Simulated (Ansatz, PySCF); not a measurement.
Molecule: sum formula HSiOCl2, net charge 0, doublet state. It need not be the lowest isomer of its formula. 
Coordinates optimised at B3LYP-D3(BJ)/def2-TZVP (Ansatz, a quantum-chemistry and plane-wave program):
```xyz
5

Si     0.3021     0.4755    -0.2037
Cl    -0.0335    -1.2234    -1.3511
Cl    -1.1680     0.6806     1.2223
O      1.7162     0.3283     0.6117
H      2.4671    -0.0568     0.1476
```
Charge 0, spin multiplicity 2.

Dipole moments at this geometry, in debye (magnitudes).

```tsv
level	program	dipole (D)
HF/def2-TZVPD	PySCF	2.03
PBE/def2-TZVPD	Ansatz	1.78
r2SCAN/def2-TZVPD	Ansatz	1.85
B3LYP/def2-TZVPD	Ansatz	1.85
BHLYP/def2-TZVPD	Ansatz	1.93
TPSSh/def2-TZVPD	PySCF	1.84
r2SCAN0/def2-TZVPD	Ansatz	1.89
M06-2X/def2-TZVPD	PySCF	1.95
HSE06/def2-TZVPD	Ansatz	1.85
CAM-B3LYP/def2-TZVPD	Ansatz	1.90
wB97M-V/def2-TZVPD	Ansatz	1.87
wB97X-V/def2-TZVPD	Ansatz	1.88
CCSD(T)/aug-cc-pV(D+d)Z	Ansatz	1.84
```
